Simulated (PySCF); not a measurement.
Si(F)(I)2(Me) (CH3FI2Si), SMILES C[Si](F)(I)I. Atoms are numbered in the order given.

```xyz
8

C     -1.1950     2.2489     0.0000
Si     0.1092     0.9260     0.0000
F      1.5761     1.6206     0.0000
I     -0.0394    -0.4584    -2.0206
I     -0.0394    -0.4584     2.0206
H     -1.0855     2.8771     0.8979
H     -2.1973     1.7959     0.0000
H     -1.0855     2.8771    -0.8979
```
Charge 0, spin multiplicity 1.

Geometry: B3LYP-D3(BJ)/def2-SVP. The def2 effective core potentials stand for the cores of I; spin–orbit coupling is left out.

Level of theory: TDA-PBE/def2-SVPD run with PySCF.

Vertical excitations. Isolated molecule, no solvent. State labels are in the subgroup Cs.

```json
[
 {"state": "S1", "symmetry": "A\"", "energy (eV)": "4.56", "λ (nm)": "272", "f": "0.039", "main pairs": "HOMO→LUMO 89 %"},
 {"state": "S2", "symmetry": "A\"", "energy (eV)": "4.67", "λ (nm)": "266", "f": "0.013", "main pairs": "HOMO−1→LUMO 91 %"},
 {"state": "S3", "symmetry": "A'", "energy (eV)": "4.86", "λ (nm)": "255", "f": "0.009", "main pairs": "HOMO−2→LUMO 98 %"},
 {"state": "S4", "symmetry": "A'", "energy (eV)": "5.06", "λ (nm)": "245", "f": "0.003", "main pairs": "HOMO−3→LUMO 97 %"},
 {"state": "S5", "symmetry": "A\"", "energy (eV)": "5.86", "λ (nm)": "212", "f": "0.000", "main pairs": "HOMO→LUMO+2 94 %"},
 {"state": "S6", "symmetry": "A'", "energy (eV)": "5.86", "λ (nm)": "211", "f": "0.010", "main pairs": "HOMO→LUMO+1 97 %"},
 {"state": "S7", "symmetry": "A'", "energy (eV)": "6.06", "λ (nm)": "204", "f": "0.012", "main pairs": "HOMO−1→LUMO+1 98 %"},
 {"state": "S8", "symmetry": "A\"", "energy (eV)": "6.10", "λ (nm)": "203", "f": "0.007", "main pairs": "HOMO−1→LUMO+2 82 %"},
 {"state": "S9", "symmetry": "A\"", "energy (eV)": "6.22", "λ (nm)": "199", "f": "0.002", "main pairs": "HOMO−2→LUMO+1 88 %"},
 {"state": "S10", "symmetry": "A'", "energy (eV)": "6.25", "λ (nm)": "198", "f": "0.004", "main pairs": "HOMO−2→LUMO+2 91 %"},
 {"state": "T1", "symmetry": "A\"", "energy (eV)": "4.10", "λ (nm)": "302", "f": "0", "main pairs": "HOMO→LUMO 99 %"},
 {"state": "T2", "symmetry": "A\"", "energy (eV)": "4.33", "λ (nm)": "286", "f": "0", "main pairs": "HOMO−1→LUMO 99 %"},
 {"state": "T3", "symmetry": "A'", "energy (eV)": "4.50", "λ (nm)": "276", "f": "0", "main pairs": "HOMO−2→LUMO 99 %"},
 {"state": "T4", "symmetry": "A'", "energy (eV)": "4.71", "λ (nm)": "263", "f": "0", "main pairs": "HOMO−3→LUMO 99 %"}
]
```
Triplets are in the Tamm–Dancoff approximation.
